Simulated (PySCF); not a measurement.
Species: C5H11Si2 (doublet state).
Cartesian coordinates in Å at the GFN2-xTB level; atoms count from 1:
```xyz
18
C5H11Si2 angstrom
C      0.6542   -1.6829    0.6988
C      0.0522   -0.8720   -0.1749
C     -0.7450   -1.4341   -1.3176
C      0.1732    0.5763   -0.1135
Si     0.4077    1.5235   -1.7169
C      0.1137    1.2615    1.0795
Si    -0.3134    0.6777    2.7377
H      0.5663   -2.7545    0.6324
H      1.2990   -1.3043    1.4742
H     -0.2313   -1.2512   -2.2608
H     -0.8842   -2.5065   -1.2013
H     -1.7212   -0.9546   -1.3724
H      1.4296    0.8819   -2.5546
H      0.8333    2.8883   -1.3931
H     -0.8366    1.6024   -2.4990
H      0.2827    2.3339    1.0218
H     -0.3827    1.6757    3.7948
H     -0.7063   -0.6548    3.1532
```

The hyperfine couplings belong to this conformer and change with its torsions.

As a line formula: `C(/C(C)=C)(=C/[SiH2])[SiH3]` [radical].

Computed, not measured: PySCF 2.14.0, UKS B3LYP, pcH-1 on C H Si, non-relativistic, mean-field spin-orbit, GIAO. Isolated species at its GFN2-xTB geometry (one conformer only). The geometry wasn't refined by DFT: couplings that depend on bond lengths, twists or pyramidal angles can differ widely from those at the functional's own minimum, by a factor of two or more for some ions and for spin on atoms past the first row. The frame is twisted about the C2–C4 bond at this geometry (dihedral C3–C2–C4–Si5 = -39°); couplings at other torsion angles weren't computed. No stability test was run, so a lower SCF solution isn't excluded.

Give the principal g shifts and their parts.

| Δg (ppm) | 1 | 2 | 3 |
| --- | --- | --- | --- |
| relativistic mass correction | -124 | -124 | -124 |
| gauge correction | 3 | 30 | 27 |
| orbital Zeeman/spin–orbit | -68 | 1154 | 2301 |
| total | -190 | 1060 | 2203 |

So g = 2.00213, 2.00338, 2.00452 and g_iso = 2.00334; the tensor is rhombic: the two nearest values differ by 48 % of g3 − g1. Axes: g3 points within 15° of the C6–Si7 bond.

What effective moment and Curie constant follow for a powder?

With the mean of g² = 4.0134 and S(S+1) = 0.75: μ_eff = √(⟨g²⟩S(S+1)) = 1.735 μB and χT = 0.12505·⟨g²⟩·S(S+1) = 0.376 cm³ K/mol (cgs; spin-Hamiltonian part alone).

At 9.564 GHz, how far is the centre of the isotropic spectrum from where a free electron (g = 2.002319) resonates?

B = hν/(g μB) with μB/h = 13.99624 MHz/mT gives 341.27 mT for the free electron and 341.09 mT at g_iso, 0.17 mT lower.

In a frozen sample, at which fields do the three g values resonate at 9.5, 34, 94 and 263 GHz (hyperfine left aside), and which band first spreads them over more than twice a line width of 0.5 mT?

```csv
band,GHz,B(g3) mT,B(g2) mT,B(g1) mT,spread mT
X,9.5,338.61,338.80,339.02,0.40
Q,34.0,1211.87,1212.56,1213.32,1.45
W,94.0,3350.47,3352.38,3354.47,4.00
J,263.0,9374.18,9379.53,9385.38,11.20
```

The spread grows in proportion to the frequency. Q band is the first where it exceeds 1.0 mT.

The Mulliken spin populations are largest on Si7 (+0.85), C4 (+0.37), C6 (-0.20) and C1 (+0.13). The angles at Si7 add up to 359.8°, so it is planar; its axial dipolar tensor and the negative couplings of its protons fit spin in a p orbital normal to that plane.

The HOMO–LUMO gaps are 3.82 eV among the α and 4.27 eV among the β orbitals.
